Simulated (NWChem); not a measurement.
Molecule: SiH4TeO; SMILES O[Te][SiH3]

```xyz
7

Te     0.3271     0.5041    -0.0045
O     -1.6390     0.9496    -0.0671
H     -1.9180     1.0364     0.8538
Si    -0.1053    -1.9638    -0.0054
H      1.2361    -2.6228     0.0304
H     -0.8448    -2.3697    -1.2349
H     -0.8954    -2.3595     1.1979
```
Atoms are numbered in this order, from 1.

All runs: NWChem. The geometry was optimised at PBE0/def2-SVP. def2 effective core potentials on Te; no spin-orbit coupling. Level M06-L/def2-SVP: energy and gradient on several grids; changes count from the extra-fine grid, which is no exact limit either.

| grid | size of the energy change (μHa) | largest change of a gradient component (μHa/bohr) | time, medium = 1 (rough) |
|---|---|---|---|
| xcoarse | 10000 | 5000 | about 1 |
| coarse | 700 | 1000 | about 1 |
| medium | < 10 | 400 | about 1 |
| fine | 20 | 60 | about 1 |
| xfine | < 10 | < 30 | 2 |
